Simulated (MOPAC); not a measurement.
A run for MOPAC: AM1 on CH4SSe (SMILES CS[SeH]), a point of a torsion scan.

```
AM1 1SCF PRECISE CHARGE=0 THREADS=1
CH4SSe

C     -0.85834068 1    -0.20007480 1     0.04949259 1
S      0.01913523 1     1.36062491 1    -0.27407585 1
Se     2.14449471 1     0.76721144 1     0.04810063 1
H     -0.54698665 1    -0.96077250 1    -0.66091105 1
H     -1.90968063 1     0.02801863 1    -0.09296873 1
H     -0.68680935 1    -0.52264195 1     1.07263160 1
H      1.84845710 1    -0.61766016 1     0.37430376 1
```

Program output:

```
*******************************************************************************
 **                                                                           **
 **                              MOPAC v23.2.5                                **
 **                                                                           **
 *******************************************************************************
 ** MOPAC's Digital Object Identifier: https://doi.org/10.5281/zenodo.6511958 **
 **                                                                           **
 ** Please cite the open-source release paper for use of this MOPAC version:  **
 ** J. E. Moussa and J. J. P. Stewart (2026)                                  **
 ** MOPAC: An open-source semiempirical molecular orbital program             **
 ** J. Open Source Softw., 11(119), 8025, https://doi.org/10.21105/joss.08025 **
 *******************************************************************************

                              AM1 CALCULATION RESULTS

 *******************************************************************************
 *  AM1        - The AM1 Hamiltonian to be used
 *
 *
 *
 *                 CHARGE ON SYSTEM = 0
 *
 *
 *
 *  PRECISE    - TIGHTER CRITERIA TO BE USED
 *  1SCF       - DO 1 SCF AND THEN STOP
 *  THREADS=1  - MULTI-THREADING NOT USED
 *  T=         - A TIME OF 172800.0 SECONDS REQUESTED
 *  DUMP=N     - RESTART FILE WRITTEN EVERY 7200.0 SECONDS REQUESTED
 *******************************************************************************
AM1 1SCF PRECISE CHARGE=0 THREADS=1
 CH4SSe

   ATOM   CHEMICAL          X               Y               Z
  NUMBER   SYMBOL      (ANGSTROMS)     (ANGSTROMS)     (ANGSTROMS)

     1       C         -0.85834068  *  -0.20007480  *   0.04949259  *
     2       S          0.01913523  *   1.36062491  *  -0.27407585  *
     3      Se          2.14449471  *   0.76721144  *   0.04810063  *
     4       H         -0.54698665  *  -0.96077250  *  -0.66091105  *
     5       H         -1.90968063  *   0.02801863  *  -0.09296873  *
     6       H         -0.68680935  *  -0.52264195  *   1.07263160  *
     7       H          1.84845710  *  -0.61766016  *   0.37430376  *



          CARTESIAN COORDINATES

    NO.       ATOM           X           Y           Z

     1         C         -0.8583     -0.2001      0.0495
     2         S          0.0191      1.3606     -0.2741
     3        Se          2.1445      0.7672      0.0481
     4         H         -0.5470     -0.9608     -0.6609
     5         H         -1.9097      0.0280     -0.0930
     6         H         -0.6868     -0.5226      1.0726
     7         H          1.8485     -0.6177      0.3743

  H: (AM1): M.J.S. DEWAR ET AL, J. AM. CHEM. SOC. 107 3902-3909 (1985)
  C: (AM1): M.J.S. DEWAR ET AL, J. AM. CHEM. SOC. 107 3902-3909 (1985)
  S: (AM1): M.J.S. DEWAR, Y-C YUAN, INORGANIC CHEMISTRY, 29, 3881:3890,  (1990)
 Se: (AM1): J. J. P. STEWART, J. MOL. MOD., 10, 155-164 (2004)

           Empirical Formula: C H4 S Se  =     7 atoms



      MOLECULAR POINT GROUP   :   Cs


      RHF CALCULATION, NO. OF DOUBLY OCCUPIED LEVELS = 10


 -------------------------------------------------------------------------------
 AM1 1SCF PRECISE CHARGE=0 THREADS=1
 CH4SSe



     1SCF WAS SPECIFIED, SO BFGS WAS NOT USED
     SCF FIELD WAS ACHIEVED


                              AM1 CALCULATION
                                                       MOPAC v23.2.5 Linux




          FINAL HEAT OF FORMATION =         17.07073 KCAL/MOL =      71.42394 KJ/MOL


          COSMO AREA              =        111.77 SQUARE ANGSTROMS
          COSMO VOLUME            =        100.37 CUBIC ANGSTROMS

          IONIZATION POTENTIAL    =          7.598775 EV
          HOMO LUMO ENERGIES (EV) =         -7.599 -1.845
          NO. OF FILLED LEVELS    =         10
          MOLECULAR WEIGHT        =        127.0626         POINT GROUP:  Cs

          MOLECULAR DIMENSIONS (Angstroms)

            Atom       Atom       Distance
            H     5   Se     3     4.12343
            H     7    S     2     2.35178
            H     4    H     6     1.79351


          SCF CALCULATIONS        =          1





   ATOM   CHEMICAL          X               Y               Z
  NUMBER   SYMBOL      (ANGSTROMS)     (ANGSTROMS)     (ANGSTROMS)

     1       C         -0.85834068  *  -0.20007480  *   0.04949259  *
     2       S          0.01913523  *   1.36062491  *  -0.27407585  *
     3      Se          2.14449471  *   0.76721144  *   0.04810063  *
     4       H         -0.54698665  *  -0.96077250  *  -0.66091105  *
     5       H         -1.90968063  *   0.02801863  *  -0.09296873  *
     6       H         -0.68680935  *  -0.52264195  *   1.07263160  *
     7       H          1.84845710  *  -0.61766016  *   0.37430376  *

                             CARTESIAN COORDINATES

   1    C       -0.858340680    -0.200074800     0.049492590
   2    S        0.019135230     1.360624910    -0.274075850
   3   Se        2.144494710     0.767211440     0.048100630
   4    H       -0.546986650    -0.960772500    -0.660911050
   5    H       -1.909680630     0.028018630    -0.092968730
   6    H       -0.686809350    -0.522641950     1.072631600
   7    H        1.848457100    -0.617660160     0.374303760


           Empirical Formula: C H4 S Se  =     7 atoms



      MOLECULAR POINT GROUP   :   Cs


                  EIGENVALUES
 -30.24455 -20.63970 -16.91497 -15.00199 -14.93845 -13.80032 -11.79940 -11.11903
  -9.81849  -7.59877  -1.84525  -0.01758   1.01206   3.81421   3.86621   4.39644


              NET ATOMIC CHARGES AND DIPOLE CONTRIBUTIONS

  ATOM NO.   TYPE          CHARGE      No. of ELECS.   s-Pop       p-Pop
    1          C          -0.276704        4.2767     1.23398     3.04272
    2          S          -0.156856        6.1569     1.91867     4.23819
    3         Se           0.160543        5.8395     1.96758     3.87188
    4          H           0.098582        0.9014     0.90142
    5          H           0.119691        0.8803     0.88031
    6          H           0.098575        0.9014     0.90142
    7          H          -0.043831        1.0438     1.04383
 DIPOLE           X         Y         Z       TOTAL
 POINT-CHG.     0.709    -0.724     0.240     1.041
 HYBRID        -0.622    -1.596     0.353     1.749
 SUM            0.086    -2.320     0.594     2.396


          ATOMIC ORBITAL ELECTRON POPULATIONS

     Atom    s        px        py        pz
    1  C   1.23398   1.03840   0.96142   1.04290
    2  S   1.91867   1.12231   1.18070   1.93518
    3 Se   1.96758   0.90181   1.03840   1.93167
    4  H   0.90142
    5  H   0.88031
    6  H   0.90142
    7  H   1.04383

 **********************
 *                    *
 * JOB ENDED NORMALLY *
 *                    *
 **********************




 == MOPAC DONE ==
```

The run finished.

Cost: very roughly 0.03 core-seconds.
